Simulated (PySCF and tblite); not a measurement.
Results of a calculation; reference values are marked as such.
System: C6H8O3, numbered as in [CH2:1]=[CH:2]/[C:3]([OH:4])=[CH:5]\[C:6](=[O:7])[O:8][CH3:9].

The path came from a restrained scan, a climbing-image band and a saddle search at GFN2-xTB; energies are PBE0/pcSseg-1 + D3(BJ), IEF-PCM chloroform//GFN2-xTB, thermal terms GFN2-xTB. Rate constants are transition-state-theory values, counting equivalent paths, without tunnelling. Run with tblite and PySCF.

(1) What barrier does the rotation about the C6–O8 bond (torsion C5–C6–O8–C9 from -180° to 0°, rising) meet, and how fast is it at 298 K?

Answers

(1) The electronic barrier is 11.6 kcal/mol and ΔG‡(298 K) 11.5 kcal/mol, over a C1 saddle with an imaginary mode of 123i cm⁻¹ (GFN2-xTB). With 2 equivalent paths, k is 4.3×10⁴ s⁻¹, a mean lifetime of the start of 23 µs against this motion. The end lies 6.4 kcal/mol above the start in free energy.
